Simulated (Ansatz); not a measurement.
Mulliken charges of AgF3HOP (`[OH][Ag-][P+](F)(F)F`) from ωB97M-V/def2-TZVPP in Ansatz (PBE0-D4/def2-TZVP geometry).

```csv
atom,x (Å),y (Å),z (Å),charge (e)
O1,1.505,-2.497,0.390,-0.613
Ag2,0.531,-0.807,0.152,0.112
P3,-0.513,1.159,-0.072,0.934
F4,-1.901,1.148,-0.756,-0.198
F5,0.170,2.277,-0.898,-0.198
F6,-0.861,1.968,1.202,-0.198
H7,1.070,-3.249,-0.017,0.161
```

Question: By hand: the dipole of these point charges (1 e Å = 4.8032 D).

Answer: Σ q r = (-0.657, 0.932, -0.203) e Å, of length 1.158 e Å = 5.56 D.

Question: How does the dipole of the full density compare? (An estimate is asked.)

Answer: Computed: (-0.577, 0.645, -0.212) e Å, 4.28 D; the point charges give 1.30 times that, at 7° from its direction.

Point charges leave out the atoms' own dipoles, such as those of lone pairs, and Mulliken's split depends on the basis, so the two needn't agree.
